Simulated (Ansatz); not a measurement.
Basis sets compared for Zn2F2⁺ (the lowest doublet isomer of a short search). The state is a doublet with charge 1. Geometry PBE0-D4/def2-SVP. Ansatz on 4 threads of Arm Neoverse V1 on a shared host; times are rough, and most runs start from earlier orbitals.

Cartesian coordinates in Å:
```
Zn 0.456 -0.701 0.483
Zn -1.314 2.032 -1.402
F -0.385 0.618 -0.434
F 1.243 -1.949 1.353
```

The structure comes from a short search, and lower isomers may exist.

| level | functions | energy (Eh) | HOMO (eV) | LUMO (eV) | wall time |
| --- | --- | --- | --- | --- | --- |
| PBE-D4/def2-SVP | 90 | -3756.8345 | -11.37 | -10.20 | 1.5 s |
| PBE0-D4/def2-SVP | 90 | -3756.8931 | -12.21 | -9.02 | 2.2 s |

Problem. Estimate the rows for PBE-D4/def2-TZVP (with forces), PBE0-D4/def2-TZVP.

Solution. 
| level | functions | energy (Eh) | HOMO (eV) | LUMO (eV) | wall time |
| --- | --- | --- | --- | --- | --- |
| PBE-D4/def2-TZVP (with forces) | 158 | -3757.6133 | -11.83 | -10.71 | 3.1 s |
| PBE0-D4/def2-TZVP | 158 | -3757.6511 | -12.59 | -9.42 | 4.5 s |
